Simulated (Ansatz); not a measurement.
System: MoH₅, net charge 1, singlet state. The spin state was set by rule; other spins were not relaxed. 
Structure (B3LYP-D3(BJ)/def2-TZVP (Ansatz, a first-principles code) minimum search):
```xyz
6

Mo     0.0025     0.0114    -0.0500
H      0.7169     1.3710    -0.7180
H     -0.8002     0.2409     1.3677
H      0.7751    -0.6473     1.2447
H     -1.6347    -0.0237     0.2004
H      0.8381    -1.4179     0.0073
```
Charge +1, spin multiplicity 1.

Parts of the frozen-core correlation energy in def2-SVP (Ansatz, hartree). Frozen orbitals: 4; correlated occupied orbitals by spin: 5 and 5; virtual: 47 and 47. No spin-orbit coupling. Past Kr the def2 sets carry scalar-relativistic core potentials.

```
term                           value
-------------------------  ---------
reference (HF)             -69.94311
MP2 opposite-spin                [?]
MP2 same-spin               -0.04637
CCSD correlation                 [?]
(T)                              [?]
CCSDT minus CCSD(T)         -0.00107
T1 diagnostic                  0.037
largest doubles amplitude      0.057
```

### Question
Some entries are withheld; supply them.

### Answer

- MP2 opposite-spin, value: -0.17716
- CCSD correlation, value: -0.25427
- (T), value: -0.00976
